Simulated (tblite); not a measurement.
Compound: C6H8FP.
SMILES: `CC1=CP(C)C=C1F`

Calculated harmonic vibrations of the isolated species, GFN2-xTB (tblite), most abundant isotopes, no scaling. The method is semi-empirical: single wavenumbers can be off by several per cent or more.

Harmonic wavenumbers (cm⁻¹): 89.1, 100.0, 125.5, 173.7, 237.0, 263.8, 319.5, 398.2, 402.0, 478.5, 531.8, 605.2, 719.6, 743.4, 764.0, 777.8, 810.2, 817.5, 883.2, 888.3, 1011.4, 1025.3, 1075.9, 1120.3, 1163.4, 1293.7, 1351.7, 1398.5, 1432.9, 1439.4, 1466.8, 1470.6, 1549.2, 1620.6, 3001.2, 3010.4, 3018.1, 3020.7, 3022.3, 3049.1, 3102.5, 3126.2.

A = 3010, B = 1318, C = 1033 MHz; mass 130.035 u (most abundant isotopes); point group C1, symmetry number 1.

**Question.** Zero-point energy?

**Answer.** Half the sum of the wavenumbers: 26449 cm⁻¹ = 75.62 kcal/mol.

**Question.** What is S at 350 K and 1 bar for an ideal gas of classical rigid rotors and harmonic oscillators?

**Answer.** Translation 41.32, rotation 29.23, vibration 27.83: S = 98.4 cal/(mol K).

**Question.** And Cp and H(350 K) − H(0)?

**Answer.** Cp = 39.34 cal/(mol K), of which vibrations give 31.39 (their classical limit is 42 R = 83.5); H(350 K) − H(0) = 8.19 kcal/mol without the zero-point energy, 5.41 from vibrations.

**Question.** Which modes carry the vibrational entropy at 350 K?

**Answer.** 89.1 cm⁻¹: 3.99; 100.0 cm⁻¹: 3.77; 125.5 cm⁻¹: 3.32; 173.7 cm⁻¹: 2.70; 237.0 cm⁻¹: 2.12; 263.8 cm⁻¹: 1.92 cal/(mol K); the other 36 give 10.01 together.

**Question.** What must be added to the electronic energy to get the Gibbs energy at 350 K and 1 bar?

**Answer.** ZPE + [H(350 K) − H(0)] − T·S = 75.62 + 8.19 − 34.44 = 49.37 kcal/mol.

**Question.** Blend soft modes into free rotors: weight 1/[1 + (100 cm⁻¹/ν̃)⁴] for the oscillator and the rest for a rotor with moment μB/(μ + B), μ = h/(8π²ν), B = 10⁻⁴⁴ kg m². What vibrational entropy results?

**Answer.** 26.76 cal/(mol K) in place of 27.83, which changes −T·S at 350 K by +0.37 kcal/mol.

Hindered rotation and anharmonicity are outside this model. The structure is chiral; the term R ln 2 for an equal mix with its mirror image is left out.
